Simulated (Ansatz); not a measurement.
Cl3Si, doublet, geometry from GFN2-xTB. Base run: B3LYP/def2-SV(P) in Ansatz (an electronic-structure program).

Input for Ansatz:
Ansatz 0.2 input:
```yaml
crystal:
  periodic: [false, false, false]
  atoms:
    - {symbol: Si, position_ang: [0.30534902, 0.30108305, 0.30322167]}
    - {symbol: Cl, position_ang: [-0.85134863, -0.87589088, 1.47732074]}
    - {symbol: Cl, position_ang: [1.47133362, -0.85554212, -0.88186222]}
    - {symbol: Cl, position_ang: [-0.87144888, 1.48348225, -0.84517049]}
basis:
  gaussian:
    orbitals: def2-SV_P_.json
hamiltonian:
  xc: b3lyp
magnetization: {spin_polarized: true, initial_magnetization: 1}
```
The basis file holds def2-SV(P) in the JSON format of the Basis Set Exchange.

The base run was repeated with changes; each row names its change, and settings that it needs were set with it.

```json
[
 {"change": "base", "basis functions": "72", "E (Eh)": "-1669.71984"},
 {"change": "basis = cc-pVDZ-DK; relativity = none", "basis functions": "72", "E (Eh)": "-1669.10088"},
 {"change": "basis = jorge-DZP-DKH; relativity = none", "basis functions": "96", "E (Eh)": "-1669.56655"},
 {"change": "basis = x2c-TZVPall; relativity = none", "basis functions": "148", "E (Eh)": "-1669.49169"},
 {"change": "basis = cc-pVDZ-DK; relativity = spin-free X2C", "basis functions": "72", "E (Eh)": "-1675.11990"},
 {"change": "basis = x2c-TZVPall; relativity = spin-free X2C; nucleus = Gaussian", "basis functions": "148", "E (Eh)": "-1675.18293"},
 {"change": "basis = jorge-DZP-DKH; relativity = spin-free X2C", "basis functions": "96", "E (Eh)": "-1675.14711"},
 {"change": "basis = cc-pVDZ-DK; relativity = spin-free X2C; nucleus = Gaussian", "basis functions": "72", "E (Eh)": "-1675.11829"},
 {"change": "basis = jorge-DZP-DKH; relativity = spin-free X2C; nucleus = Gaussian", "basis functions": "96", "E (Eh)": "-1675.14550"},
 {"change": "basis = x2c-TZVPall; relativity = spin-free X2C", "basis functions": "148", "E (Eh)": "-1675.18448"}
]
```

Total energies compare only within one method and basis.

Ansatz warned in this series: the basis is contracted for relativity, which the run leaves out.

Basis sets contracted for a relativistic Hamiltonian are a mismatch without it, so the rows without relativity aren't non-relativistic limits. No row has spin-orbit coupling; sets with core potentials leave out the core electrons.
